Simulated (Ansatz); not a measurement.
Two members of one family (Same ligands, another metal), computed with Ansatz in the gas phase. The two geometries come from different levels. HOMO and LUMO are taken over both spins. Binding counts from free atoms in the multiplicity of their measured ground term, without zero-point energy. Names give formal oxidation states. The structures are stationary points that may keep the symmetry of their start. Remarks come from the PBE and PBE0 runs and from stability tests at other levels; not every state was tested.

First: Mn(SH)2 (sextet, charge 0, PBE-D4/def2-TZVP geometry).

```xyz
5

Mn   -0.1580   -0.1412   -0.3847
S    -2.2295    0.3312    0.3651
H    -2.0130   -0.2303    1.5822
S     1.9617   -0.5707   -1.0151
H     2.4388    0.6110   -0.5476
```

```json
{"level": "PBE-D4/def2-SVP", "HOMO (eV)": "-5.62", "LUMO (eV)": "-3.83", "gap (eV)": "1.79", "binding per atom (eV)": "2.81"}
{"level": "PBE-D4/def2-TZVP", "HOMO (eV)": "-5.93", "LUMO (eV)": "-4.01", "gap (eV)": "1.92", "binding per atom (eV)": "2.86"}
{"level": "B3LYP-D4/6-31G", "HOMO (eV)": "-7.01", "LUMO (eV)": "-3.55", "gap (eV)": "3.47", "binding per atom (eV)": "2.39"}
{"level": "PBE0-D4/def2-TZVP", "HOMO (eV)": "-7.19", "LUMO (eV)": "-2.65", "gap (eV)": "4.54", "binding per atom (eV)": "2.74"}
{"level": "HSE06-D4/def2-TZVP", "HOMO (eV)": "-6.79", "LUMO (eV)": "-3.02", "gap (eV)": "3.76", "binding per atom (eV)": "2.74"}
```

Metal–donor distances: 2 × S 2.25 Å. Remarks: spin-contaminated (⟨S²⟩ up to 2.70) (doublet), spin-contaminated (⟨S²⟩ up to 4.57) (quartet).

Second: Co(SH)2 (quartet, charge 0, r2SCAN-D4/def2-TZVP geometry).

```xyz
5

Co   -0.0005    0.0007   -0.0033
S    -1.9655   -0.6063   -0.6612
H    -1.9191   -1.8520   -0.1467
S     1.9637    0.6058    0.6627
H     1.9214    1.8518    0.1485
```

Question: Estimate how these quantities change from the first to the second (second minus first).

Answer: 
```
             level  Δ HOMO (eV)  Δ LUMO (eV)  Δ gap (eV)  Δ binding per atom (eV)
   PBE-D4/def2-SVP         0.09        -1.00       -1.09                     0.05
  PBE-D4/def2-TZVP         0.08        -1.06       -1.14                    -0.03
    B3LYP-D4/6-31G        -0.12        -0.05        0.07                     0.04
 PBE0-D4/def2-TZVP        -0.02        -0.81       -0.79                     0.00
HSE06-D4/def2-TZVP        -0.02        -0.82       -0.80                     0.00
```

Metal–donor distances: 2 × S 2.16 Å. Remarks: spin-contaminated (⟨S²⟩ up to 1.76) (doublet).
